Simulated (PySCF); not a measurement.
Cost of excited-state runs on `C=C(C#N)[C@](C)(F)/C=N\C`, C7H9FN2

Molfile (atoms numbered from 1):
```
C7H9FN2
     RDKit          3D

 19 18  0  0  0  0  0  0  0  0999 V2000
   -1.4962    0.6523    1.4952 C   0  0  0  0  0  0  0  0  0  0  0  0
   -1.0970    0.4551    0.2407 C   0  0  0  0  0  0  0  0  0  0  0  0
   -1.5137    1.3122   -0.8070 C   0  0  0  0  0  0  0  0  0  0  0  0
   -1.8513    1.9950   -1.6630 N   0  0  0  0  0  0  0  0  0  0  0  0
   -0.1871   -0.6709   -0.2086 C   0  0  2  0  0  0  0  0  0  0  0  0
   -0.9456   -1.6511   -1.1003 C   0  0  0  0  0  0  0  0  0  0  0  0
    0.2534   -1.3724    0.9093 F   0  0  0  0  0  0  0  0  0  0  0  0
    1.0117   -0.0740   -0.9539 C   0  0  0  0  0  0  0  0  0  0  0  0
    2.0240    0.5072   -0.5106 N   0  0  0  0  0  0  0  0  0  0  0  0
    2.3035    0.7515    0.8668 C   0  0  0  0  0  0  0  0  0  0  0  0
   -1.1822   -0.0044    2.2890 H   0  0  0  0  0  0  0  0  0  0  0  0
   -2.1430    1.4727    1.7548 H   0  0  0  0  0  0  0  0  0  0  0  0
   -1.3487   -1.1312   -1.9657 H   0  0  0  0  0  0  0  0  0  0  0  0
   -0.2728   -2.4400   -1.4305 H   0  0  0  0  0  0  0  0  0  0  0  0
   -1.7637   -2.1001   -0.5399 H   0  0  0  0  0  0  0  0  0  0  0  0
    0.9445   -0.1691   -2.0325 H   0  0  0  0  0  0  0  0  0  0  0  0
    2.6327    1.7882    0.9452 H   0  0  0  0  0  0  0  0  0  0  0  0
    3.1453    0.1165    1.1458 H   0  0  0  0  0  0  0  0  0  0  0  0
    1.4764    0.5718    1.5576 H   0  0  0  0  0  0  0  0  0  0  0  0
  1  2  2  0
  2  3  1  0
  3  4  3  0
  2  5  1  0
  5  6  1  0
  5  7  1  1
  5  8  1  0
  8  9  2  0
  9 10  1  0
  1 11  1  0
  1 12  1  0
  6 13  1  0
  6 14  1  0
  6 15  1  0
  8 16  1  0
 10 17  1  0
 10 18  1  0
 10 19  1  0
M  END
```

PySCF with density fitting, on 1 thread of an Arm Neoverse V1, shared host. Command: `OMP_NUM_THREADS=1 python excited_run.py task.json out`

Q: How long does each of these runs take, and how much memory?
- open-shell absorption, HSE06/def2-SVP; spin flip; reference multiplicity 3; 25 states; Tamm-Dancoff
- open-shell absorption, M06-2X/def2-SVP; 8 states; spin flip; reference multiplicity 3; writes grids
- open-shell absorption, mPW1PW91/def2-SVP; spin flip; reference multiplicity 3; 10 states; Tamm-Dancoff; IEF-PCM dichloromethane; SCF tolerance 1e-11 Eh

A: 
| run | level | basis functions | wall time | peak memory (GiB) |
| --- | --- | --- | --- | --- |
| open-shell absorption | HSE06/def2-SVP | 185 | 81 s | 0.74 |
| open-shell absorption | M06-2X/def2-SVP | 185 | 95 s | 0.69 |
| open-shell absorption | mPW1PW91/def2-SVP | 185 | 62 s | 0.84 |

Times from a shared host are rough.
